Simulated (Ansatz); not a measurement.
A made-up structure of AlBH₃Br, closed shell:

```
6
angstrom
B 0.5168 0.0124 0.8051
Al -0.7291 0.2739 -0.8795
Br 1.5477 -1.7477 0.8298
H -2.1718 -0.2041 -0.9026
H -0.2337 0.9162 -2.1650
H 0.6877 0.7186 1.6965
```

It is relaxed with PBE-D4/def2-SVP and then PBE0-D4/def2-TZVP (Ansatz 0.2.0). Atoms count as bonded within 1.22 times the sum of their covalent radii (H–H: 0.88 Å). The end point is not checked to be a true minimum.

(1) Does its bonding change? (A judgement: the text doesn't fix the answer.)

Answers

(1) The calculation gives: No: no bond forms or breaks.

Where it ends: The first stage lowers the energy by 0.27 eV in 4 steps. It ends as AlBH₃Br ([AlH2][BH][Br]):
| atom | x (Å) | y (Å) | z (Å) |
| --- | --- | --- | --- |
| B1 | 0.5164 | 0.0057 | 0.8004 |
| Al2 | -0.7345 | 0.2721 | -0.8876 |
| Br3 | 1.4784 | -1.6573 | 0.8003 |
| H4 | -2.2310 | -0.2647 | -0.8690 |
| H5 | -0.1587 | 0.9299 | -2.2156 |
| H6 | 0.7470 | 0.6835 | 1.7558 |

Labels in which every atom is bracketed show which atoms are joined, not bond orders.

For scale, one of the runs: PBE0-D4/def2-TZVP relaxation, 134 basis functions, launched by `ansatz run in.yaml --threads 2 --pin off --events-out ev --progress --plain --max-ram 4352MiB`. Hardware: 2 CPU threads of an Arm Neoverse V2, shared host. Wall time about 24 s.
